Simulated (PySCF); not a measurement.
# Relaxation of quintet H₂PtO

These are results of UPBE0 in PySCF with Pt def2-TZVP with ECP60, O def2-TZVP, H def2-TZVP; scalar-relativistic core potentials, no spin–orbit coupling; density-fitted integrals, not measurements. A (50,194) grid was used.

A hand-made trigonal pyramidal start, of Cs symmetry, held to at least that symmetry:

```xyz
4
charge 0 multiplicity 5, angstrom
Pt    0.0528    0.0914   -0.0665
O    -0.6933   -1.2009    0.7269
H     1.4214    0.0915    0.6612
H    -0.6316    1.2766    0.6612
```

Optimiser trace:
```
step  E − E(last) (kJ/mol)  largest gradient (Eh/bohr)
   0                 84.97                     0.10437
   1                 19.04                     0.01345
   2                  8.19                     0.00915
   3                  2.57                     0.00802
   4                  1.62                     0.00539
   5                  0.19                     0.00368
   6                  0.05                     0.00188
   7                  0.00                     0.00034
   8                  0.00                     0.00008
```

It ends at Cs with Pt–H 1.634 Å (×2), Pt–O 1.870 Å; H–Pt–H 129.4°, H–Pt–O 95.4° (×2) (after a last refinement on a finer grid). A frequency run shows a minimum. Other isomers or separated fragments may lie lower.

Final geometry:
```xyz
4
charge 0 multiplicity 5, angstrom
Pt    0.0626    0.1085   -0.0578
O    -0.7978   -1.3819    0.6729
H     1.5462   -0.2760    0.5087
H    -1.0122    1.2009    0.5087
```

With open d or f shells other occupations or spin states may lie lower. At this level a singlet minimum of Cs symmetry lies 228 kJ/mol below this structure. With an element this heavy the missing spin–orbit coupling can shift these numbers.

The relaxation took roughly 40 core-seconds on a shared host.
